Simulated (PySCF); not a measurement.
PySCF job for SnI₃, SMILES [I][Sn+]([I])[I], charge +1, TDA-PBE/def2-SVPD. Coordinates come from a PBE0-D3(BJ)/def2-SVP optimisation. The spin state was assumed, not searched. The isomer is the one that the SMILES or the coordinates give; other isomers of the formula were not compared. The def2 effective core potentials stand for the cores of I, Sn; spin–orbit coupling is left out.

```python
import numpy as np
from pyscf import gto, scf, dft, tdscf

mol = gto.M(
    atom='''
    Sn    0.00000000    0.00000000    0.00000000
    I     2.60390871    0.00000000    0.00000000
    I    -1.30195435   -2.25505109    0.00000000
    I    -1.30195436    2.25505109    0.00000000
    ''',
    basis='def2-SVPD',
    ecp={'I': 'def2-svp', 'Sn': 'def2-svp'},
    charge=1,
    spin=0,
    symmetry=True,
    max_memory=1600,
    verbose=4,
)
mf = dft.RKS(mol, xc='pbe').density_fit(auxbasis='def2-universal-jkfit')
mf.grids.level = 3
mf.conv_tol = 1e-9
mf.max_cycle = 100
mf.kernel()
mf.grids = dft.Grids(mol).set(level=1).build(with_non0tab=True)  # coarser grid for the response kernel
td = tdscf.TDA(mf)
td.singlet = True
td.nstates = 10
td.conv_tol = 1e-4
td.positive_eig_threshold = 1e-6
td.kernel(x0=td.get_init_guess(mf, 15))
td.analyze()
tt = tdscf.TDA(mf)
tt.singlet = False
tt.nstates = 4
tt.conv_tol = 1e-4
tt.positive_eig_threshold = 1e-6
tt.kernel(x0=tt.get_init_guess(mf, 9))
tt.analyze(verbose=3)
```

Output:

```
PySCF version 2.14.0

[INPUT] verbose = 4
[INPUT] num. atoms = 4
[INPUT] num. electrons = 96
[INPUT] charge = 1
[INPUT] spin (= nelec alpha-beta = 2S) = 0
[INPUT] symmetry True subgroup None
[INPUT] Mole.unit = angstrom
[INPUT] Symbol           X                Y                Z      unit          X                Y                Z       unit  Magmom
[INPUT]  1 Sn     0.000000000000   0.000000000000   0.000000000000 AA    0.000000000000   0.000000000000   0.000000000000 Bohr   0.0
[INPUT]  2 I      2.603908710000   0.000000000000   0.000000000000 AA    4.920674315270   0.000000000000   0.000000000000 Bohr   0.0
[INPUT]  3 I     -1.301954350000  -2.255051090000   0.000000000000 AA   -2.460337148186  -4.261428957002   0.000000000000 Bohr   0.0
[INPUT]  4 I     -1.301954360000   2.255051090000   0.000000000000 AA   -2.460337167083   4.261428957002   0.000000000000 Bohr   0.0

nuclear repulsion = 555.316523887832
point group symmetry = D3h, use subgroup C2v
symmetry origin: [-1.3598904e-16  0.0000000e+00  0.0000000e+00]
symmetry axis x: [0. 1. 0.]
symmetry axis y: [0. 0. 1.]
symmetry axis z: [1. 0. 0.]
num. orbitals of irrep A1 = 55
num. orbitals of irrep A2 = 17
num. orbitals of irrep B1 = 39
num. orbitals of irrep B2 = 26
number of shells = 51
number of NR pGTOs = 277
number of NR cGTOs = 137
basis = def2-SVPD
ecp = {'I': 'def2-svp', 'Sn': 'def2-svp'}


[settings echo left out]
init E= -989.017674037423
HOMO (B1) = -1.89693078623393  LUMO (A1) = -1.87353209434388  gap/eV = 0.63671
cycle= 1 E= -1102.86475456346  delta_E= -114  |g|= 5.56  |ddm|=   20
HOMO (A1) = -0.170544435948856  LUMO (A1) = -0.0876869591977441  gap/eV = 2.25467
cycle= 2 E= -1102.98660353709  delta_E= -0.122  |g|=  4.5  |ddm|= 18.2
HOMO (B1) = -0.526137783522175  LUMO (A1) = -0.472649734379298  gap/eV = 1.45548
cycle= 3 E= -1106.20872601864  delta_E= -3.22  |g|= 1.63  |ddm|= 7.12
HOMO (B1) = -0.467015863916041  LUMO (A1) = -0.333725485237807  gap/eV = 3.62702
cycle= 4 E= -1106.71891228002  delta_E= -0.51  |g|= 1.13  |ddm|= 4.04
HOMO (B1) = -0.404490068473156  LUMO (A1) = -0.330110648455796  gap/eV = 2.02397
cycle= 5 E= -1107.2078584706  delta_E= -0.489  |g|= 0.125  |ddm|= 2.01
HOMO (B1) = -0.416312668803625  LUMO (A1) = -0.343917475531163  gap/eV = 1.96997
cycle= 6 E= -1107.21083701152  delta_E= -0.00298  |g|= 0.0467  |ddm|= 0.206
HOMO (B1) = -0.415458640206803  LUMO (A1) = -0.342166652556274  gap/eV = 1.99438
cycle= 7 E= -1107.2117236891  delta_E= -0.000887  |g|= 0.00659  |ddm|= 0.0622
HOMO (B1) = -0.415438350462503  LUMO (A1) = -0.341673244821196  gap/eV = 2.00725
cycle= 8 E= -1107.21173844902  delta_E= -1.48e-05  |g|= 0.00116  |ddm|= 0.0148
HOMO (B1) = -0.415355629218248  LUMO (A1) = -0.341652368865888  gap/eV = 2.00557
cycle= 9 E= -1107.21173886502  delta_E= -4.16e-07  |g|= 0.000428  |ddm|= 0.0024
HOMO (B1) = -0.415360048358878  LUMO (A1) = -0.341650692388601  gap/eV = 2.00573
cycle= 10 E= -1107.21173890739  delta_E= -4.24e-08  |g|= 0.000284  |ddm|= 0.0011
HOMO (B1) = -0.415362020829461  LUMO (A1) = -0.34164846640541  gap/eV = 2.00585
cycle= 11 E= -1107.21173894635  delta_E= -3.9e-08  |g|= 7.95e-06  |ddm|= 0.000584
HOMO (B1) = -0.415362135482461  LUMO (A1) = -0.341648674361025  gap/eV = 2.00585
cycle= 12 E= -1107.21173894638  delta_E= -3.37e-11  |g|= 4.51e-07  |ddm|= 1.69e-05
HOMO (B1) = -0.41536211573792  LUMO (A1) = -0.341648663276326  gap/eV = 2.00585
Extra cycle  E= -1107.21173894638  delta_E= 5.91e-12  |g|= 6.94e-07  |ddm|= 1.7e-06
converged SCF energy = -1107.21173894638
tot grids = 32104
Overwritten attributes  positive_eig_threshold  of <class 'pyscf.tdscf.rks.TDA'>


******** <class 'pyscf.tdscf.rks.TDA'> for <class 'pyscf.df.df_jk.DFSymAdaptedRKS'> ********
nstates = 10 singlet
deg_eia_thresh = 1.000e-03
wfnsym = None
conv_tol = 0.0001
eigh lindep = 1e-12
eigh level_shift = 0
eigh max_cycle = 100


Excitation energies (eV)
[2.18880655 2.47314621 2.4731553  2.6128184  2.61282486 2.92892863
 3.25990613 3.27478797 3.27479312 3.62624204]

** Singlet excitation energies and oscillator strengths **
Excited State   1:   B1      2.18881 eV    566.45 nm  f=0.0000
      48 -> 49        0.70639
Excited State   2:   A2      2.47315 eV    501.32 nm  f=0.0000
      47 -> 49       -0.70630
Excited State   3:   B2      2.47316 eV    501.32 nm  f=0.0000
      46 -> 49       -0.70630
Excited State   4:   B1      2.61282 eV    474.52 nm  f=0.0107
      45 -> 49        0.69120
      47 -> 50       -0.12651
Excited State   5:   A1      2.61282 eV    474.52 nm  f=0.0107
      44 -> 49       -0.69120
      46 -> 50       -0.12651
Excited State   6:   A2      2.92893 eV    423.31 nm  f=0.0000
      48 -> 50        0.70696
Excited State   7:   B2      3.25991 eV    380.33 nm  f=0.0053
      43 -> 49        0.70501
Excited State   8:   A2      3.27479 eV    378.60 nm  f=0.0000
      45 -> 50       -0.70678
Excited State   9:   B2      3.27479 eV    378.60 nm  f=0.0000
      44 -> 50       -0.70678
Excited State  10:   B1      3.62624 eV    341.91 nm  f=0.0552
      41 -> 49       -0.25782
      47 -> 50       -0.64414

** Transition electric dipole moments (AU) **
state          X           Y           Z        Dip. S.      Osc.
  1         0.0000     -0.0000     -0.0000      0.0000      0.0000
  2         0.0000     -0.0000     -0.0000      0.0000      0.0000
  3        -0.0000     -0.0000      0.0000      0.0000      0.0000
  4        -0.0000      0.4092     -0.0000      0.1674      0.0107
  5        -0.4092     -0.0000     -0.0000      0.1674      0.0107
  6        -0.0000      0.0000     -0.0000      0.0000      0.0000
  7         0.0000     -0.0000      0.2585      0.0668      0.0053
  8        -0.0000      0.0000     -0.0000      0.0000      0.0000
  9        -0.0000     -0.0000     -0.0001      0.0000      0.0000
 10         0.0000     -0.7880      0.0000      0.6210      0.0552

WARN: ECP detected. Skipping calculation of transition velocity and magnetic dipole moments, which have not yet been implemented.



******** <class 'pyscf.tdscf.rks.TDA'> for <class 'pyscf.df.df_jk.DFSymAdaptedRKS'> ********
nstates = 4 triplet
deg_eia_thresh = 1.000e-03
wfnsym = None
conv_tol = 0.0001
eigh lindep = 1e-12
eigh level_shift = 0
eigh max_cycle = 100


Excitation energies (eV)
[1.86881663 2.1705277  2.17053243 2.20328713]

** Triplet excitation energies and oscillator strengths **
Excited State   1:   B1      1.86882 eV    663.44 nm  f=0.0000
Excited State   2:   A2      2.17053 eV    571.22 nm  f=0.0000
Excited State   3:   B2      2.17053 eV    571.22 nm  f=0.0000
Excited State   4:   B1      2.20329 eV    562.72 nm  f=0.0000
```

Self-consistency was reached.

Cost: about 60 core-seconds (a rough figure).
